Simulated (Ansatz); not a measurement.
dibromo(dichloro)methane (CBr2Cl2), SMILES ClC(Br)(Br)Cl.

The structure is a stationary point at ωB97X-D3(BJ)/def2-SVP.

Two levels are set side by side: PBE/def2-SVPD (Ansatz, a quantum-chemistry and plane-wave program) and PBE0/def2-SVPD (Ansatz). Energy differences of separate SCF runs at the same geometry; the states with an electron removed or added have multiplicity 2 and 2. Differences are taken from unrounded values.

```tsv
quantity	PBE
vertical ionisation energy (eV)	9.99
vertical electron affinity (eV)	0.67
vertical singlet–triplet gap (eV)	3.98
```

These are the PBE values. What does PBE0 give? (The exact figures need the calculation; the answer reports its results.)


| quantity | PBE0 | PBE minus PBE0 |
|---|---|---|
| vertical ionisation energy (eV) | 10.48 | -0.49 |
| vertical electron affinity (eV) | 0.54 | 0.13 |
| vertical singlet–triplet gap (eV) | 4.43 | -0.44 |
